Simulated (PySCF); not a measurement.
Several molecules and their computed UV-vis stick spectra, shuffled. The calculation used TDDFT PBE0/def2-SVPD, vertical, gas phase, core orbitals frozen in the response (PySCF 2.14.0, density-fitted response routines). Geometries: PBE0-D3(BJ)/def2-SVP; one conformer of each isolated species. Triplets are in the Tamm–Dancoff approximation.

A. `C1C[Si@H](O[SiH3])[C@@H](C=1)C#C`
B. `[SiH2]1C[SiH](c2ccco2)C1`
C. `C=CC1=C[SiH2]C=C[Si@@H]1O`
D. `CCC[SiH](N)N`
E. `C1C[C@@H]2[C@@H]3CC[C@@H](C3)[C@@H]2C1`

Lowest singlet levels (six at most, fewer where fewer were computed) with oscillator strengths:

1. 5.53 eV (f 0.390); 5.96 eV (f 0.000); 6.10 eV (f 0.000); 6.31 eV (f 0.000); 6.52 eV (f 0.012); 6.63 eV (f 0.003); T1 3.78 eV
2. 7.50 eV (f 0.002); 7.90 eV (f 0.005); 8.03 eV (f 0.003); 8.07 eV (f 0.003); 8.10 eV (f 0.000); 8.16 eV (f 0.004); T1 7.29 eV
3. 5.93 eV (f 0.026); 6.21 eV (f 0.015); 6.43 eV (f 0.010); 6.53 eV (f 0.004); 6.63 eV (f 0.005); 6.77 eV (f 0.023); T1 4.24 eV
4. 6.41 eV (f 0.047); 6.59 eV (f 0.027); 6.92 eV (f 0.005); 7.18 eV (f 0.023); 7.24 eV (f 0.040); 7.59 eV (f 0.009); T1 6.12 eV
5. 4.94 eV (f 0.056); 4.96 eV (f 0.069); 5.31 eV (f 0.277); 5.41 eV (f 0.005); 5.60 eV (f 0.054); 6.11 eV (f 0.006); T1 2.97 eV

**Question.** Match each spectrum to its molecule.

**Answer.** 1 = B, 2 = E, 3 = A, 4 = D, 5 = C.
- A: S1 at 5.93 eV, HOMO→LUMO (71%), HOMO-1→LUMO (10%); Löwdin shares by element: HOMO carbon 63% or more (atoms not listed hold the other 37%); LUMO carbon 68% or more (atoms not listed hold the other 32%); HOMO -7.12 and LUMO 0.00 eV.
- B: S1 at 5.53 eV, HOMO→LUMO (97%); Löwdin shares by element: HOMO carbon 78% or more (atoms not listed hold the other 22%); LUMO carbon 42% or more, oxygen 12% (atoms not listed hold the other 45%); HOMO -6.71 and LUMO -0.52 eV.
- C: S1 at 4.94 eV, HOMO-1→LUMO (57%), HOMO→LUMO (23%), HOMO→LUMO+1 (14%); Löwdin shares by element: HOMO carbon 84% or more (atoms not listed hold the other 16%); LUMO carbon 67% or more (atoms not listed hold the other 33%); HOMO -7.05 and LUMO -1.56 eV.
- D: S1 at 6.41 eV, HOMO→LUMO (84%), HOMO→LUMO+1 (8%); Löwdin shares by element: HOMO nitrogen 51%, silicon 13%, carbon 12% or more (atoms not listed hold the other 24%); LUMO silicon 28%, hydrogen 17% or more, nitrogen 7% or more (atoms not listed hold the other 48%); HOMO -6.98 and LUMO 0.62 eV.
- E: S1 at 7.50 eV, HOMO→LUMO (98%); Löwdin shares by element: HOMO carbon 48% or more (atoms not listed hold the other 52%); LUMO hydrogen 15% or more, carbon 11% or more (atoms not listed hold the other 74%); HOMO -7.92 and LUMO 0.64 eV; point group Cs, 1 of its 6 listed states under f = 0.0005.
